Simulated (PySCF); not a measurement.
SiHCl, SMILES [SiH]Cl (connectivity only; charge and spin as stated), neutral, multiplicity 1. Geometry optimised at PBE-D3(BJ)/def2-TZVP. The isomer is the one that the SMILES or the coordinates give; other isomers of the formula were not compared.

TDA-PBE0/def2-TZVPD (PySCF) puts the lowest singlet excitations at 2.78, 5.17, 5.51, 6.04, 6.10, 6.33 eV and the lowest triplet (TDA) at 1.44 eV.

Q: What are the lowest singlet roots from EOM-CCSD/aug-cc-pVDZ run with PySCF 2.14.0? (Estimate from the structure and the level; the computed values follow.)

A: 2.84, 5.64, 5.70, 6.22, 6.43, 6.54 eV; triplets 1.65, 4.66, 5.12 eV. S1 differs by 0.06 eV (second minus first; roots are paired by order, and the bases may differ).
